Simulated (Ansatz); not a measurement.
Geometry optimisation, RKS B3LYP-D4/def2-SVP (Ansatz).

Input:

```yaml
crystal:
  periodic: [false, false, false]
  atoms:
    - { symbol: Si, position_ang: [-0.50308, 0.0, -0.43423] }
    - { symbol: H, position_ang: [0.174331, 0.0, 2.15574] }
    - { symbol: H, position_ang: [0.707168, 0.0, 0.424564] }
    - { symbol: H, position_ang: [-0.52464, 1.224006, -1.275109] }
    - { symbol: H, position_ang: [-0.52464, -1.224006, -1.275109] }
    - { symbol: Br, position_ang: [-2.406694, 0.0, 0.836034] }
    - { symbol: H, position_ang: [-0.334945, 0.0, 2.662109] }
basis:
  gaussian: { orbitals: def2-SVP }
hamiltonian:
  xc: b3lyp
  dispersion: d4
relax:
  f_tol: 0.03
  max_steps: 50
```

Command:

```bash
$ ansatz run input.yaml --threads 1 --pin off --max-ram 2048MiB --backend cpu --events-out ev --progress --plain --runs-dir out
```

Where does it end, and by what steps?

The forces met the threshold. The force dipped under the threshold on the way, but the program's further checks kept it going. After 13 steps the energy has fallen by 0.304 eV; H2 moved furthest, 1.23 Å.

| step | energy less start (eV) | largest force component (eV/Å) | accepted |
| --- | --- | --- | --- |
| 0 | 0.0000 | 1.358 | yes |
| 1 | -0.1764 | 0.232 | yes |
| 2 | -0.2449 | 0.170 | yes |
| 3 | -0.2767 | 0.077 | yes |
| 4 | -0.2870 | 0.115 | yes |
| 5 | -0.2912 | 0.311 | yes |
| 6 | -0.2937 | 0.494 | yes |
| 7 | -0.3029 | 0.079 | yes |
| 8 | -0.3014 | 0.323 | no |
| 9 | -0.2975 | 0.246 | no |
| 10 | -0.3034 | 0.032 | yes |
| 11 | -0.3037 | 0.004 | yes |
| 12 | -0.3037 | 0.056 | yes |
| 13 | -0.3038 | 0.029 | yes |

```xyz
7
Properties=species:S:1:pos:R:3
Si -0.590 0.000 -0.741
H 0.414 0.000 3.363
H 0.636 0.000 0.098
H -0.639 1.220 -1.589
H -0.639 -1.220 -1.589
Br -2.379 0.000 0.614
H -0.216 0.000 2.937
```

Run time: 35 s on 1 thread of Arm Neoverse V1, with other jobs on the host, peak memory 0.14 GiB.
